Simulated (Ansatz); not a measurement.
One change: `OC(F)S[SiH3]` becomes `C[SiH2]C(O)F`.

Ansatz, PBE0-D4/def2-TZVP geometries, multiplicity 1. Each molecule was computed in one conformer, which needn't be the lowest.

```csv
property,`OC(F)S[SiH3]`
HOMO energy (PBE0/def2-TZVPP) / eV,-7.59
HOMO–LUMO gap (B3LYP/def2-TZVPP) / eV,6.97
HOMO energy (B3LYP/def2-TZVPP) / eV,-7.36
HOMO–LUMO gap (PBE/def2-TZVPP) / eV,5.26
LUMO energy (B3LYP/def2-TZVPP) / eV,-0.39
size of the dipole moment (B3LYP/def2-TZVPP) / D,1.59
```

(1) What does the change do to each property? (Best estimate.)

Answers

(1) Computed: 
| property | `C[SiH2]C(O)F` | shift |
| --- | --- | --- |
| HOMO energy (PBE0/def2-TZVPP) / eV | -8.25 | -0.66 |
| HOMO–LUMO gap (B3LYP/def2-TZVPP) / eV | 8.34 | 1.37 |
| HOMO energy (B3LYP/def2-TZVPP) / eV | -8.06 | -0.70 |
| HOMO–LUMO gap (PBE/def2-TZVPP) / eV | 6.49 | 1.23 |
| LUMO energy (B3LYP/def2-TZVPP) / eV | 0.28 | 0.67 |
| size of the dipole moment (B3LYP/def2-TZVPP) / D | 1.09 | -0.50 |

With PBE0 the HOMO falls by 0.66 eV and the LUMO rises by 0.77 eV, so the gap widens by about 1.43 eV. PBE moves the HOMO by -0.40 eV and ωB97M-V by -0.77 eV. Dipoles are sizes alone; their direction can turn.

B3LYP here is the variant with VWN-RPA as its local correlation; programs differ in this.
